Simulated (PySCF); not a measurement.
**Diatomics of Cs with the halogens**

CCSD(T) with triple-zeta basis sets in PySCF, for the lowest determinant that a PBE0 search found; no spin–orbit coupling. De refers to high-spin ground-configuration atoms.

| M | basis | reference, frozen orbitals | state (unpaired electrons) | Re (Å) | ωe (cm⁻¹) | De (eV) |
| --- | --- | --- | --- | --- | --- | --- |
| F | def2-TZVPP | RHF, 1 | singlet (closed shell) | 2.381 | 348 | 4.81 |
| Br | def2-TZVPP | RHF, 9 | singlet (closed shell) | 3.134 | 143 | 3.91 |
| I | def2-TZVPP | RHF, 4 | singlet (closed shell) | 3.382 | 112 | 3.45 |

Q: The row for M = Cl is missing. Estimate Re, ωe and De as the mean of the rows for F and Br, and compare with the calculation.

A: The means are 2.757 Å, 246 cm⁻¹ and 4.36 eV. RHF-CCSD(T) in def2-TZVPP gives CsCl as a singlet (closed shell) with Re = 2.950 Å, ωe = 207 cm⁻¹, De = 4.16 eV, so the estimate is off by -19.2 pm, +19 % and +0.20 eV.

Correlated steps freeze the inner cores (1 to 9 orbitals); shallow outer-core shells are correlated. Spin–orbit coupling is left out, which matters for elements this heavy, above all for dissociation energies. Where the molecule has an RHF reference, its open-shell atoms are computed with UHF.
